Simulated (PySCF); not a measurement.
Species, as SMILES: PP (P2H4).
Geometry (B3LYP-D3(BJ)/def2-TZVP, fixed):
```xyz
6

P     -1.0203    -0.4713    -0.0535
P      1.0203     0.4711     0.0549
H     -1.5176     0.2567     1.0604
H     -1.5148     0.4895    -0.9757
H      1.5219    -0.4987     0.9637
H      1.5105    -0.2449    -1.0699
```
Charge 0, spin multiplicity 1.

How fast the isotropic shielding of P1 converges with the basis for several methods (PySCF): deviation from each method's own reference, in ppm. References: HF 545.33 ppm, the value in pcseg-3; PBE 507.35 ppm, the value in pcseg-3; PBE0 524.98 ppm, the value in pcseg-3. All functions are spherical. No added dispersion term, no relativity. GIAO; atoms are numbered in the order shown.

```
basis              functions     HF    PBE   PBE0
-----------------  ---------  -----  -----  -----
6-31+G*                   52  44.40  24.70  27.43
def2-SVP                  56  74.47  62.13  63.87
def2-SVPD                 80  69.49  67.26  66.96
6-311++G(2d,2p)          110   6.44   6.16   6.17
def2-TZVPP               140  -4.80  -7.68  -6.54
6-311++G(3df,3pd)        166   1.24   3.07   2.89
def2-QZVPP               260  -1.08  -1.46  -0.94
def2-QZVP                260  -1.08  -1.46  -0.94
```

Mean absolute deviation over 6-311++G(2d,2p), def2-TZVPP, 6-311++G(3df,3pd): HF 4.16, PBE0 5.20, PBE 5.63 ppm.
